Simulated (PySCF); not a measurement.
Nuclear quadrupole coupling in `C/N=C/c1cccnc1`

Species: C7H8N2.
Numbering: `[CH3:1]/[N:2]=[CH:3]/[c:4]1[cH:5][cH:6][cH:7][n:8][cH:9]1` (hydrogens: H10, H11, H12 on C1; H13 on C3; H14 on C5; H15 on C6; H16 on C7; H17 on C9)

Cartesian coordinates in Å at the PBE0-D3(BJ)/def2-SVP level; atoms count from 1:
```xyz
17
C7H8N2 angstrom
C      3.313    0.041    0.027
N      1.937    0.409    0.165
C      1.054   -0.500    0.156
C     -0.378   -0.207    0.296
C     -0.854    1.102    0.444
C     -2.220    1.305    0.572
C     -3.065    0.191    0.546
N     -2.630   -1.057    0.406
C     -1.319   -1.242    0.285
H      3.879    0.396    0.904
H      3.747    0.558   -0.845
H      3.483   -1.049   -0.087
H      1.318   -1.573    0.041
H     -0.133    1.923    0.456
H     -2.635    2.308    0.690
H     -4.150    0.322    0.645
H     -0.980   -2.280    0.169
```

Field gradients from the PBE0/pcSseg-1 density (PySCF, non-relativistic), principal values in atomic units, ordered |Vxx| ≤ |Vyy| ≤ |Vzz|:

| atom | Vxx | Vyy | Vzz |
| --- | --- | --- | --- |
| N2 | 0.3700 | 0.7137 | -1.0837 |
| N8 | 0.3642 | 0.7750 | -1.1392 |

Question: Find the asymmetry η = (Vxx − Vyy)/Vzz and the couplings χ = eQV/h (234.96 MHz × Q in barn × V in au), with Q(14N) = 0.02044 b.

Answer: 
```csv
atom,environment,nucleus,η,χzz (MHz),χxx (MHz),χyy (MHz)
N2,imine nitrogen,14N,0.32,-5.20,1.78,3.43
N8,pyridine-type nitrogen,14N,0.36,-5.47,1.75,3.72
```

The tensor is traceless: Vxx + Vyy + Vzz = 0.

Question: What is Vzz at N8 in SI units (1 au = 9.71736 × 10²¹ V/m²)?

Answer: -1.1392 au = -11.070 × 10²¹ V/m².

Question: And the gradient at the other heavy atoms, for which no coupling is worked out here?

Answer: 
| atom | environment | Vzz (au) | η |
| --- | --- | --- | --- |
| C1 | N-methyl carbon | 0.208 | 0.00 |
| C3 | imine carbon | 0.333 | 0.26 |
| C4 | substituted aromatic carbon | 0.293 | 0.34 |
| C5 | aromatic CH carbon | 0.417 | 0.06 |
| C6 | aromatic CH carbon | 0.314 | 0.19 |
| C7 | aromatic CH next to a ring nitrogen | 0.348 | 0.35 |
| C9 | aromatic CH next to a ring nitrogen | 0.334 | 0.29 |

Were the hydrogens deuterons (Q(2H) = 0.00286 b), χzz would run from 179 kHz (H13) to 204 kHz (H15).

Geometry: PBE0-D3(BJ)/def2-SVP, one conformer, isolated molecule. With a basis this small, the couplings can be 20 % off.
